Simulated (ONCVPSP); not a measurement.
## nitrogen (N): ONCV pseudisation with PBEsol, non-relativistic reference atom.

ONCVPSP 4.0.1 input, shortened (lines: element, Z, core and valence counts, functional; n l f; lmax; l rc ep ncon nbas qcut; lloc lpopt rc5 dvloc0; l nproj debl; icmod fcfact rcfact), PBEsol, non-relativistic:

```
  N 7.00    1    2  -116133      upf
    1    0    2.00
    2    0    2.00
    2    1    3.00
    2
    0    0.80    0.00    4    7    8.30
    1    2.15    0.00    5    9    5.70
    2    1.70    0.37    4    8    5.30
    4    5    0.70    6.00
    0    2    1.80
    1    3    3.70
    2    2    1.40
    3    5.00    1.50
```

- Cutoffs needed: 29 Ha and 50 Ha (the cutoffs (Ha) at which the residual kinetic energy of the hardest occupied pseudo-wave falls to 1 and 0.1 mHa per electron)
- Ghost test: no bound ghost flagged; GHOST(+) flags only above 600 eV
- Largest excitation error: +2150 meV (all-electron minus pseudo) for 2s2 2p0, out of 4 test configurations
- rms error of d²Exc/dni dnj: 1.33 mHa without and 1.15 mHa with the model core
